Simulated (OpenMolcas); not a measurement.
## Ne5+: effect of the active space

- Program: OpenMolcas
- Method: XMS-CASPT2 or its RAS form, IPEA 0.25 Eh, imaginary shift 0.1 Eh
- Basis: ANO-RCC-VTZP
- Scalar Hamiltonian: DKH2, point nucleus
- Spin-orbit coupling: state interaction with AMFI integrals over the reference wave functions, term energies averaged over their components

A. 3 electrons in 4 orbitals (2s 2p); 2S+1 = 4 odd, 1 root; 2S+1 = 2 odd, 8 roots (3 in the spin-orbit step); 2S+1 = 4 even, 3 roots; 2S+1 = 2 even, 9 roots; closed shells correlated: 1s; CASPT2 step roughly 1.5 core-seconds
B. 3 electrons in 8 orbitals (2s 2p 3s 3p); 2S+1 = 4 odd, 1 root; 2S+1 = 2 odd, 3 roots; 2S+1 = 4 even, 3 roots; 2S+1 = 2 even, 9 roots; closed shells correlated: 1s; CASPT2 step of the order of 3 core-seconds
C. 3 electrons in 9 orbitals (RAS2 2s 2p; RAS3 3d, at most 2 electrons); 2S+1 = 4 odd, 1 root; 2S+1 = 2 odd, 11 roots (3 in the spin-orbit step); 2S+1 = 4 even, 3 roots; 2S+1 = 2 even, 9 roots; closed shells correlated: 1s; CASPT2 step roughly 6 core-seconds

Energies in cm⁻¹ above 2s² 2p ²P°_1/2, the measured ground level; measured values from NIST levels in Podobedova, Fuhr, Reader and Wiese, J. Phys. Chem. Ref. Data 33, 525 (2004).

```tsv
Level	A	B	C	Measured
2s² 2p ²P°_1/2	0.0	0.0	0.0	0.0
2s² 2p ²P°_3/2	1241	1292	1232	1310
2s 2p² ⁴P_1/2	99660	99790	100040	
2s 2p² ⁴P_3/2	100100	100240	100490	
2s 2p² ⁴P_5/2	100830	100970	101220	
2s 2p² ²D_3/2	179400	179440	179950	179021
2s 2p² ²D_5/2	179410	179450	179960	178992
2s 2p² ²S_1/2	232070	232300	232490	230853
2s 2p² ²P_1/2	250750	250750	250680	249292
2s 2p² ²P_3/2	251600	251610	251520	250112
```

Deviations, from unrounded energies. A percentage is the sum of absolute deviations over the sum of measured energies, with the sign that they share, or ± where signs differ.

```
                  Against measurement  Levels     A     B     C
       mean absolute deviation (cm-1)       6   840   880  1100
fine structure of the ground term (%)       1  -5.3  -1.4  -6.0
             other configurations (%)       5  +0.5  +0.5  +0.6
```

A, B lie about equally close to measurement and C furthest from it. The largest miss of A in the table is 2s 2p² ²P_3/2, by +1500 cm-1. The ranking rests on the paired levels alone, and a cruder setting can come out closer through cancelling errors.

Among A to C the level of the table that moves most is 2s 2p² ²D_5/2, by 550 cm-1 (lowest in A, highest in C). Moves below CASPT2's spread within the term are not significant.

CASPT2 does not keep the components of a term degenerate, so their means are used; among the terms shown or strongly mixed into the levels shown the widest spread is 170 cm-1 (2s 2p² ²P, A). Active for correlation alone: 3p 3s; no level in the range computed is led by a configuration that fills them, so any true level of that kind is missing (holds for B). Active for correlation alone: 3d; no level in the range computed is led by a configuration that fills it, so any true level of that kind is missing (holds for C). Computed and measured levels are paired by configuration, term and J; levels that our copy of the source lacks, or whose pairing is in doubt (as where it misses far off the trend of its configuration), stay unpaired and out of the deviations. Levels of configurations outside the active space are missing. Levels that lie high or do not pair safely by name in every column are left out.

° marks odd parity.
